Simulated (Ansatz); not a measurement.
A search over several starts for the lowest SCF solution of Li₇H₆⁻ at the given spin, in a small basis.

```yaml
crystal:
  periodic: [false, false, false]
  atoms:
    - {symbol: Li, position_ang: [-0.970879, -1.836145, -0.406919]}
    - {symbol: Li, position_ang: [-1.901736, 0.188530, 0.588729]}
    - {symbol: Li, position_ang: [1.198033, -1.346380, 0.750616]}
    - {symbol: Li, position_ang: [-0.851997, 1.588432, -1.110364]}
    - {symbol: Li, position_ang: [0.487500, -0.397509, -1.847766]}
    - {symbol: Li, position_ang: [1.296255, 1.448993, 0.173169]}
    - {symbol: Li, position_ang: [0.021601, 0.429222, 2.072705]}
    - {symbol: H, position_ang: [-0.684126, -1.085029, 1.265207]}
    - {symbol: H, position_ang: [0.767643, -1.893748, -0.898544]}
    - {symbol: H, position_ang: [-1.350053, -0.197715, -1.176666]}
    - {symbol: H, position_ang: [-0.588769, 1.540164, 0.725878]}
    - {symbol: H, position_ang: [1.699225, 0.232670, 1.428895]}
    - {symbol: H, position_ang: [0.877302, 1.328505, -1.564949]}
basis:
  gaussian: {orbitals: def2-SVP}
total_charge: -1
hamiltonian: {xc: pbe0, dispersion: d4}
output: {orbitals: {seedname: orbitals}}
```

```sh
$ ansatz run in.yaml --threads 2 --pin off --events-out ev --progress --plain --max-ram 4352MiB
```

It prints (some lines left out):

```
Functional definition: PBE0
  name "PBE0"
  cite "Adamo & Barone, J. Chem. Phys. 110, 6158 (1999) doi:10.1063/1.478522"
  cite "Perdew, Burke & Ernzerhof, Phys. Rev. Lett. 77, 3865 (1996) doi:10.1103/PhysRevLett.77.3865"
  parent pbe
  parameter a = 0.25
  parameter kappa = 0.804
  parameter beta = 0.06672455060314922
  exchange = (1 - a)*pbe_x(kappa = kappa, mu = beta*pi^2/3) + a*exact_x
  correlation = pbe_c(beta = beta)
1300 factors; their error is unknown
mean field evaluation 1: about -1523.4270 eV, gradient 2.7e1 eV
mean field evaluation 2: about -1524.9846 eV, gradient 2.2e1 eV
mean field evaluation 4: about -1527.9348 eV, gradient 2.1e0 eV
mean field evaluation 8: about -1527.9730 eV, gradient 4.5e-2 eV
mean field evaluation 16: about -1527.8851 eV, gradient 2.8e-5 eV
mean field -1527.88508220 eV, -56.1487411332 hartree, gradient 1.0e-5 eV, S^2 0.000000; 0 other end points of the search recorded, 0 dependent functions left out
reference -1527.88511079 eV, -56.1487421838 hartree; 14, 14 occupied and 79, 79 virtual orbitals, 1300 factors
Total energy: -1528.23518262 eV, -56.1616070864 hartree
```

Hardware: 2 threads of Arm Neoverse V2 on a shared host. Wall time 2.3 s.

A triplet lies near this restricted singlet, and broken spin symmetry wasn't tried. The highest occupied level of the charge -1 singlet lies above zero (up to 0.62 eV). By energy differences its removal costs 0.47 eV (vertical, to the charge 0 doublet, at PBE0-D4/def2-TZVPD). The structure comes from a short search, and lower isomers may exist.
